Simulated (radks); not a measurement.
Results of a calculation; reference values are marked as such.
Problem. Species: Dy3+. Configuration: [Kr] 4d10 4f9 5s1.5 5p6 6s0.5 (fractional occupations, a model configuration). Code: a radial shooting solver on a logarithmic mesh with Libxc functionals. Model: Dirac Kohn-Sham, PBE, spin-unpolarised, spherical densities, finite nucleus; open shells fill j = l - 1/2 first; Fermi nuclear charge, rms radius 5.2218 fm. Some entries of the table are withheld. Estimate them.

orbital  occ.  eigenvalue (eV)  <r> (bohr)  <1/r> (bohr^-1)
1s1/2       2        -53626.36     0.02112            74.55
2s1/2       2        -8955.560     0.08923            17.86
2p1/2       2        -8519.651     0.07438            17.84
2p3/2       4        -7719.479     0.08143            15.62
3s1/2       2        -2021.795      0.2341            6.524
3p1/2       2        -1831.483      0.2238            6.440
3p3/2       4        -1665.325      0.2371            5.876
3d3/2       4        -1337.987      0.2096            5.757
3d5/2       6        -1301.708      0.2138            5.618
4s1/2       2        -428.9905      0.5295            2.729
4p1/2       2        -353.8573         (1)            2.622
4p3/2       4        -316.6389         (2)            2.429
4d3/2       4              (3)      0.6017            2.210
4d5/2       6              (4)      0.6124            2.162
5s1/2     1.5         -81.1972       1.268            1.053
5p1/2       2         -60.0556         (5)           0.9396
5p3/2       4         -54.7543         (6)           0.8751
4f5/2       6         -38.5151         (7)            1.639
4f7/2       3         -37.5621         (8)            1.619
6s1/2     0.5         -24.3322         (9)           0.4272

Solution. 
(1) 4p1/2 <r> (bohr): 0.5398
(2) 4p3/2 <r> (bohr): 0.5702
(3) 4d3/2 eigenvalue (eV): -192.8140
(4) 4d5/2 eigenvalue (eV): -186.0532
(5) 5p1/2 <r> (bohr): 1.404
(6) 5p3/2 <r> (bohr): 1.490
(7) 4f5/2 <r> (bohr): 0.7926
(8) 4f7/2 <r> (bohr): 0.8036
(9) 6s1/2 <r> (bohr): 3.003
